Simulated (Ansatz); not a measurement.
Born–Oppenheimer molecular dynamics of C₃H₁₁NOSi (17 atoms, charge 0, multiplicity 1). It goes on from the last frame of an earlier run, with new velocities.

Computed with Ansatz 0.2.0, RKS r2SCAN/6-31G.

* ensemble: NVT, Nosé–Hoover chain
* time step: 0.25 fs
* steps asked: 239
* set temperature: 300 K
* thermostat: time constant 50 fs, chain length 5
* seed: 49451

First frame:

```xyz
17
Properties=species:S:1:pos:R:3
Si -0.517 0.564 -0.165
O 0.064 0.754 1.495
C -0.450 -0.037 2.633
H -1.312 -0.645 2.327
H 0.345 -0.707 2.983
H -0.660 0.604 3.537
H 0.474 1.134 -1.225
H -1.727 1.343 -0.266
N -0.883 -1.087 -0.733
C -2.241 -1.744 -0.791
H -2.922 -0.937 -0.762
H -2.237 -2.188 -1.825
H -2.340 -2.430 0.016
C 0.235 -2.042 -0.958
H 0.052 -2.672 -1.809
H 1.112 -1.412 -1.111
H 0.396 -2.757 -0.130
```

How far do the bonds stretch over the last three quarters of this one trajectory? (Pairs bonded in most of those frames.)


```
   bond  mean (Å)  spread (Å)  shortest  longest
 Si1–O2     1.738       0.017      1.72     1.77
 Si1–H7     1.503       0.044      1.44     1.57
 Si1–H8     1.526       0.072      1.41     1.63
 Si1–N9     1.764       0.032      1.72     1.82
  O2–C3     1.448       0.015      1.42     1.47
  C3–H4     1.102       0.016      1.07     1.13
  C3–H5     1.097       0.016      1.07     1.12
  C3–H6     1.103       0.035      1.05     1.16
 N9–C10     1.463       0.021      1.42     1.49
 N9–C14     1.459       0.016      1.43     1.48
C10–H11     1.101       0.031      1.05     1.15
C10–H12     1.102       0.016      1.07     1.13
C10–H13     1.121       0.075      1.01     1.23
C14–H15     1.102       0.019      1.07     1.13
C14–H16     1.099       0.032      1.05     1.15
C14–H17     1.107       0.027      1.06     1.15
```

Mean temperature of the second half: 306 K. The conserved energy stayed within 0.07 meV per atom of its start (net change 0.032 meV per atom), so the integration is sound. A run of 0.06 ps of so small a system gives no equilibrium averages. Limits of this set-up: no polarisation functions.

The run took 20 min on 2 threads of Arm Neoverse V2, on a shared host, peak memory 0.17 GiB.
